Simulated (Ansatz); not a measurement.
```yaml
crystal:
  periodic: [false, false, false]
  atoms:
    - {symbol: Ga, position_ang: [0.037490, -0.012930, -0.003551]}
    - {symbol: H, position_ang: [1.580913, -0.012007, 0.025482]}
    - {symbol: H, position_ang: [-0.757545, 1.343147, -0.026407]}
    - {symbol: H, position_ang: [-0.825085, -1.339606, 0.028728]}
basis:
  gaussian: {orbitals: def2-SVP}
hamiltonian: {xc: {name: B3LYP5}}
scf: {omitted_lower_state_checks: [starts]}
output: {forces: true}
```

```sh
$ ansatz run in.yaml --threads 4 --pin off --events-out ev --progress --plain --max-ram 3916MiB
```

Output, abridged:

```
Functional definition: B3LYP5
479 factors; integrals over basis functions are off by at most 1.5e-3 eV
mean field evaluation 1: about -52416.2918 eV, gradient 2.3e1 eV
mean field evaluation 2: about -52416.3936 eV, gradient 2.6e1 eV
mean field evaluation 4: about -52417.0703 eV, gradient 1.8e-1 eV
mean field evaluation 8: about -52417.0761 eV, gradient 3.6e-3 eV
mean field -52417.07606508 eV, -1926.2920158215 hartree, gradient 4.8e-5 eV, S^2 0.000000; 0 other end points of the search recorded, 0 dependent functions left out
reference -52417.07626801 eV, -1926.2920232790 hartree; 17, 17 occupied and 30, 30 virtual orbitals, 479 factors
Total energy: -52417.07626801 eV, -1926.2920232790 hartree
Atom 0 at     0.037490    -0.012930    -0.003551 Å, force    -0.588360    -0.059767     0.066636 eV/Å
Atom 1 at     1.580913    -0.012007     0.025482 Å, force     0.419201    -0.056111    -0.016204 eV/Å
Atom 2 at    -0.757545     1.343147    -0.026407 Å, force     0.016225     0.089603    -0.025989 eV/Å
Atom 3 at    -0.825085    -1.339606     0.028728 Å, force     0.152934     0.026275    -0.024443 eV/Å
Dipole moment:     0.037233    -0.007627    -0.008904 e Å
Checks for a lower state left out: starts
```

Hardware: 4 threads of Arm Neoverse V2 on a shared host. Wall time 0.35 s.
